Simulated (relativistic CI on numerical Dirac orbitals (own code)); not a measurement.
# What each ingredient does to the levels of Ce XVI

Base calculation: Dirac-Coulomb-Breit CI, separate exchange-only KLI orbitals for each configuration, a model potential for QED, unscaled Slater integrals.

Configurations in the expansion (outside the closed core [Ar] 3d10): 4s2 4p6 4d7, 4s2 4p5 4d8, 4s2 4p6 4d6 4f, 4s 4p6 4d8, 4s2 4p6 4d6 5s, 4s2 4p5 4d7 4f, 4s2 4p6 4d6 5p, 4s 4p6 4d7 4f, 4s2 4p6 4d5 4f 5s, 4s2 4p6 4d6 5d, 4s2 4p6 4d5 5s 5p, 4s2 4p5 4d7 5s, 4s2 4p6 4d6 5f, 4s2 4p6 4d6 6s, 4s2 4p6 4d6 6p, 4s2 4p6 4d6 7s, 4s 4p6 4d7 5s, 4p6 4d8 4f, 4p6 4d9, 4p5 4d10, 4p5 4d9 4f, 4s2 4p6 4d5 5s2, 4s2 4p6 4d4 4f 5s2, 4s2 4p5 4d5 4f 5s2, 4s2 4p6 4d4 5s2 5p, 4p6 4d8 5s, 4p5 4d9 5s, 4p5 4d8 4f 5s, 4p6 4d7 5s2, 4p5 4d8 5s2, 4p6 4d6 4f 5s2, 4p5 4d7 4f 5s2, 4p6 4d6 5s2 5p. Double excitations out of closed p, d and f shells are left out; levels of such configurations are missing from the list, as are those of other unlisted configurations, and high levels can miss mixing partners.

Variants: (1) P86 correlation estimate; (2) configuration mixing switched off. Shifts of the energy above 4s2 4p6 4d7 4F_9/2, in cm⁻¹, for the lowest level and the first level of each name with at least 55 % of one term (blank where a level changes its place among those of its configuration and J or its character, or is not in the variant):

| Level | Base | Δ(1) | Δ(2) |
| --- | --- | --- | --- |
| 4s2 4p6 4d7 4F_9/2 | 0 | 0 | 0 |
| 4s2 4p6 4d7 4F_7/2 | 24072 | 0 | -312 |
| 4s2 4p6 4d7 4F_5/2 | 29115 | -1 | -1222 |
| 4s2 4p6 4d7 4P_5/2 | 46262 | 0 | -1175 |
| 4s2 4p6 4d7 4P_1/2 | 54413 | 0 | -562 |
| 4s2 4p6 4d7 2H_11/2 | 59139 | 0 | +1573 |
| 4s2 4p6 4d7 2G_7/2 | 63657 | -1 | +125 |
| 4s2 4p6 4d7 2D_5/2 | 76809 | -2 | -2187 |
| 4s2 4p6 4d7 2H_9/2 | 85324 | -1 | +869 |
| 4s2 4p6 4d7 2P_1/2 | 85868 | 0 | -115 |
| 4s2 4p6 4d7 2F_5/2 | 87456 | 0 | +90 |
| 4s2 4p6 4d7 2F_7/2 | 103078 | 0 | +224 |
| 4s2 4p6 4d7 2D_3/2 | 105031 | -1 | -931 |
| 4s2 4p5 4d8 4G°_11/2 | 820517 | +1000 | -4341 |
| 4s2 4p5 4d8 4F°_9/2 | 829895 | +1032 |  |
| 4s2 4p5 4d8 2G°_7/2 | 882938 | +1034 | +42085 |
| 4s2 4p6 4d6 4f 6G°_11/2 | 901625 | +1193 | -25608 |
| 4s2 4p6 4d6 4f 6G°_13/2 | 902102 | +1193 | -25666 |
| 4s2 4p6 4d6 4f 6G°_9/2 | 904949 | +1192 | -25984 |
| 4s2 4p6 4d6 4f 6G°_7/2 | 909622 | +1191 | -25963 |
| 4s2 4p5 4d8 2H°_11/2 | 912005 | +1020 | +19277 |
| 4s2 4p6 4d6 4f 6G°_5/2 | 913627 | +1191 | -25954 |

At this charge energies of transitions that change n are usually good to better than 1 %, and those within a shell (Δn = 0) to a few per cent. Terms inside the open d or f shell come out 10 to 20 % too wide with unscaled integrals. Levels and lines within the n = 5 or 6 shells can be off by up to 10 % or somewhat more, and those that change n by about 2 %, since core polarisation is missing.

Ionisation energy from the two ground configurations alone: base 403.511 eV; P86 correlation estimate 405.331 eV. The NIST ASD value (theoretical) is 403 eV.

LS names give the leading component of a level, which can be under half, so a name can repeat, a term be missing and a line seem to break the LS rules.
